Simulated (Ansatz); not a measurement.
```yaml
crystal:
  periodic: [false, false, false]
  atoms:
    - {symbol: F, position_ang: [2.341336, -1.482383, 0.243658]}
    - {symbol: Ti, position_ang: [1.143991, -0.819565, -0.851823]}
    - {symbol: F, position_ang: [1.966271, 0.291784, -1.902265]}
    - {symbol: F, position_ang: [0.442187, -2.054227, -1.798592]}
    - {symbol: O, position_ang: [-0.073258, 0.017469, 0.023238]}
    - {symbol: Si, position_ang: [-1.245778, 0.830296, 0.860484]}
    - {symbol: H, position_ang: [-2.546577, 0.180737, 0.599865]}
    - {symbol: H, position_ang: [-1.229342, 2.238276, 0.446615]}
    - {symbol: H, position_ang: [-0.868386, 0.765758, 2.332255]}
basis:
  gaussian: {orbitals: def2-TZVP, fitting: {mean_field: cc-pVTZ-jkfit}}
hamiltonian: {xc: {name: revPBE}, dispersion: d4}
output: {forces: true}
```

```sh
$ ansatz run in.yaml --threads 4 --pin off --events-out ev --progress --plain --max-ram 11315MiB
```

Q: How does Ansatz answer? (Best estimate.)

A: Computed: The input was rejected before any iteration.
```
Functional definition: revPBE
Error: <dir> the basis set cc-pVTZ-JKFIT has no functions for Ti
```
